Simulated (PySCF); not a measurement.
C5H7NO2Si: full NMR table

```yaml
Formula: C5H7NO2Si
SMILES: C=N[C@H]([SiH3])C(=C=O)C=O
Point_group_of_the_computed_structure: C1
Degrees_of_unsaturation: 4
Carbon_signals: 5
Proton_signals: 5
```

Atoms are numbered as in `[CH2:1]=[N:2][C@H:3]([SiH3:4])[C:5](=[C:6]=[O:7])[CH:8]=[O:9]` (H(Xn): hydrogen on atom n). Ha(C1) is cis to C3; Hb(C1) is trans to C3.

- shielding tensors at PBE0/pcSseg-1 (GIAO)
- GFN2-xTB geometry
- run in PySCF 2.14
- non-relativistic Hamiltonian, fast rotation and ring inversion assumed for equivalent nuclei, one conformer, no solvent model

Chemical shifts δ = σref − σ; ¹H (31.72 ppm), ¹³C (186.93 ppm), ²⁹Si (349.16 ppm) vs TMS; ¹⁵N (267.73 ppm) against NH3; H2O for ¹⁷O (336.08 ppm), all at this level.

| carbon | δC, type | δH (multiplicity) | HMBC from (2–3 bonds) | span of the C tensor (ppm) |
| --- | --- | --- | --- | --- |
| C1 | 155.3, CH2 | Hb(C1) 7.22 (d); Ha(C1) 7.90 (d) | H(C3) | 187 |
| C3 | 59.7, CH | 4.16 (q) | H(C8), Ha(C1), Hb(C1), H(Si4) | 68 |
| C5 | 61.7, C | – | H(C8), H(C3), H(Si4) | 42 |
| C6 | 205.9, C | – | H(C8), H(C3) | 185 |
| C8 | 186.2, CH | 9.95 (s) | H(C3) | 196 |

Other nuclei:
| atoms | nucleus | environment | δ (ppm) | σ (ppm) |
| --- | --- | --- | --- | --- |
| H(Si4) | ¹H | hydrogen on a silicon bonded to C | 3.91 | 27.81 |
| Si4 | ²⁹Si | silicon bonded to C, 3 H | -56.9 | 406.0 |
| N2 | ¹⁵N | imine nitrogen | 396.3 | -128.6 |
| O9 | ¹⁷O | aldehyde oxygen | 641.4 | -305.3 |
| O7 | ¹⁷O | carbonyl oxygen | 419.8 | -83.8 |

1. Carbon types of the structure: 2 × C, 2 × CH, 1 × CH2, leaving 3 H on heteroatoms.
2. δC 205.9: central carbon of a ketene.
3. δC 186.2: aldehyde carbonyl carbon; the double bond to the heteroatom, with no lone-pair donor beside it, deshields it most.
4. δC 155.3: C=N carbon.
5. δC 61.7: terminal carbon of a ketene.
6. δH 9.95: hydrogen on an aldehyde carbonyl carbon; the C=O anisotropy and electron withdrawal place aldehyde protons far downfield.

Shifts are as computed. Against solution values, carbons near 30 ppm lie about +3 ppm off and those near 130 ppm about +5 ppm. Of 1211 compounds with measured shifts, 218 miss one by over three times the rms of a fit or turn the order of signals round; such compounds aren't used in these exercises. Unscaled 17O shifts of doubly bonded oxygen tend to come out too high, by tens of ppm or more. Experimental scales use liquid or dissolved standards, which lie at an offset from isolated NH3 (liquid NH3: subtract about 20 ppm) and H2O (liquid H2O: subtract about 36 ppm). Unscaled 15N shifts of sp2 nitrogen come out 20 to 40 ppm too high even then. No couplings were computed; multiplicities are counted from neighbouring protons, with m where these are inequivalent, close in shift, in a saturated or five-membered ring or joined by F or P, and br s for small geminal =CH2 splittings.
